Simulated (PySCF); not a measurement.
An unknown shows these calculated signals:

$^{1}$H NMR (400 MHz, computed): δ 7.32 (m, 1H), 7.30 (m, 1H), 6.56 (d, 1H), 5.82 (m, 1H), 5.77 (m, 1H), 5.74 (m, 1H), 5.73 (m, 1H), 5.36 (s, 2H).

$^{13}$C{$^{1}$H} NMR (computed): δ 150.4 (CH), 143.1 (C), 139.8 (CH), 138.3 (CH), 131.6 (CH2), 127.8 (CH2).

PySCF calculation with coordinates at the GFN2-xTB level and shielding tensors at PBE0/pcSseg-1 (GIAO); non-relativistic Hamiltonian, gas phase, one averaged value for each set of equivalent atoms, single conformer.

Shifts are taken against calculated references (same method and geometry level): $^{1}$H and $^{13}$C vs TMS.

Task: Which of these does the molecule contain: a vinyl group CH=CH2, a non-aromatic C=C double bond, a Si–H bond, a benzene ring, a (CH3)2CH unit, a heteroaromatic ring?

Result: 
- A vinyl group CH=CH2: yes (δC 131.6, 138.3; δH 5.73 (m), 5.77 (m), 7.30 (m)).
- A non-aromatic C=C double bond: yes.
- A Si–H bond: yes (δH 5.36 (s)).
- A benzene ring: no.
- A (CH3)2CH unit: no.
- A heteroaromatic ring: no.

The data belong to `InChI=1S/C6H9ClSi/c1-3-5-6(4-2)8-7/h3-5H,1-2,8H2/b6-5+`; they needn't prove each group on their own.

Carbon signals by region: 6 in the sp2 and nitrile region (100–160 ppm).

Shifts are as computed. Against solution values, carbons near 30 ppm lie about +3 ppm off and those near 130 ppm about +5 ppm. Of 1309 compounds with measured shifts, 239 miss one by over three times the rms of a fit or turn the order of signals round; such compounds aren't used in these exercises. Multiplicities follow the n + 1 count of equivalent neighbours, as no J values were calculated; m marks all less simple cases, F and P coupling included.
